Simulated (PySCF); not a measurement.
**Argon: a sound run and one with changed settings**

Sound run: Ar(2+) [Ne] 3s2 3p4, Ar(3+) [Ne] 3s2 3p3. Computed with PySCF 2.14 in def2-SVP (4s3p1d, 18 functions), with the non-relativistic Hamiltonian (point nucleus). The sound run starts from symmetry-adapted Hartree-Fock orbitals and uses a fine grid where one is needed.

Changed run: initial guess atom, at most 50 SCF cycles, level shift 10.0 hartree.

| species | method | sound run (hartree) | changed run (hartree) | converged |
| --- | --- | --- | --- | --- |
| Ar(2+) | UHF | -525.10641 | -525.10641 | no |
| Ar(2+) | MN15 | -525.63247 | -525.63247 | no |
| Ar(2+) | BP86 | -525.79072 | -525.79072 | no |
| Ar(3+) | UHF | -523.65706 | -523.65706 | no |
| Ar(3+) | MN15 | -524.12582 | -524.12582 | no |
| Ar(3+) | BP86 | -524.28532 | -524.28532 | no |

A level shift slows the SCF but leaves a converged energy unchanged.
